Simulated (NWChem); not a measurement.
System: CdSiH3Br; SMILES [SiH3][Cd][Br]

Here is an NWChem input.

```
start job
memory heap 200 mb stack 900 mb global 1100 mb
geometry units angstroms noautosym nocenter noautoz
  Cd    -0.289253    -0.125453    -0.000460
  Br     0.633606     2.132053    -0.000890
  Si    -1.233432    -2.434083    -0.000030
  H     -2.039439    -2.670268    -1.236907
  H     -2.119367    -2.637139     1.187069
  H     -0.136121    -3.448308     0.050025
end
basis spherical
  * library def2-svpd
end
ecp
  Cd library def2-ecp
end
dft
  xc b3lyp
  iterations 150
end
tddft
  cis
  nroots 6
  notriplet
end
task tddft energy
```

All runs use the structure optimised with PBE0/def2-SVP. Not confirmed as a minimum by frequencies. def2 effective core potentials on Cd; no spin-orbit coupling.

Vertical excitations in the gas phase.

Question: What results follow from this input? (B3LYP/def2-SVPD with def2 effective core potentials on Cd, TDA.) Quantities: lowest excitation, singlet (eV); oscillator strength of that lowest state; orbital gap (eV).

Answer: 
| Property | Result |
|---|---|
| lowest excitation, singlet (eV) | 5.25 |
| oscillator strength of that lowest state | 0.013 |
| orbital gap (eV) | 6.18 |
